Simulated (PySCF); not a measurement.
A geometry optimisation on `CC(C)=N[SiH3]`.

Method: PBE0-D3(BJ)/def2-SVP geometry optimisation, gas phase (PySCF 2.14.0). Start geometry: GFN2-xTB. A driver script takes a list of jobs; this job's settings line and coordinates (Å) are shown.

Command:
```bash
OMP_NUM_THREADS=1 python probes_run.py task.json out
```

Input:
```
{"job": {"xc": "PBE0", "basis": "def2-SVP", "d3": "d3bj", "grid": 1, "shake": 0.01, "kind": "geom"}, "charge": 0, "multiplicity": 1}
C     -0.967050    -1.122050     0.580170
C     -0.410070     0.269590     0.368040
C     -1.409550     1.400070     0.470210
N      0.829020     0.528930     0.112000
Si     2.258930    -0.329250    -0.122910
H     -1.651610    -1.099140     1.438350
H     -1.567040    -1.368080    -0.300010
H     -0.185830    -1.828270     0.703830
H     -2.245780     1.225700    -0.150530
H     -1.757050     1.468900     1.512560
H     -0.924780     2.337950     0.216020
H      2.644480     0.016610    -1.476630
H      2.245540    -1.778340     0.022820
H      3.133640     0.262300     0.898340
```

Output:
```
step   0  E = -463.42325241  max force = 0.061849
step   1  E = -463.43087902  max force = 0.006941
step   2  E = -463.43158495  max force = 0.002478
step   3  E = -463.43160527  max force = 0.004311
step   4  E = -463.43176651  max force = 0.001495
step   5  E = -463.43183588  max force = 0.001285
step   6  E = -463.43194211  max force = 0.001382
step   7  E = -463.43205811  max force = 0.000964
step   8  E = -463.43211206  max force = 0.000721
step   9  E = -463.43211845  max force = 0.000552
step  10  E = -463.43212713  max force = 0.000198
optimisation converged
```

Energies in Eh; «max force» is the largest Cartesian gradient component in Eh/bohr.

Task: Give the first gradient maximum in eV/Å.

Result: With 1 Eh/bohr = 51.422 eV/Å, 3.180 eV/Å.

Main results: final energy -463.43213 Eh after 10 steps; dipole 2.35 D.

Task: Where do the atoms end?

Result: 0.097 Å rms from the input after alignment:
```
atom  x, y, z in Å
C1    -0.8504   -1.1297    0.6762
C2    -0.4134    0.2905    0.4124
C3    -1.4749    1.3314    0.6522
N4     0.7366    0.6507    0.0147
Si5    2.1993   -0.2017   -0.3714
H6    -1.3078   -1.2148    1.6747
H7    -1.6282   -1.4186   -0.0500
H8    -0.0191   -1.8421    0.6000
H9    -2.3900    1.0964    0.0847
H10   -1.7585    1.3470    1.7178
H11   -1.1018    2.3208    0.3617
H12    2.5017    0.0546   -1.8108
H13    2.1989   -1.6918   -0.1601
H14    3.2931    0.3751    0.4644
```

Task: How long does this job take on an Arm Neoverse V1 with one thread, no GPU, on a shared host? And the peak memory of the process?

Result: About 55 s, with 0.51 GiB resident at the peak, the Python interpreter and its libraries included.
Labels such as C1 count atoms from 1, the log's own numbers from 0.
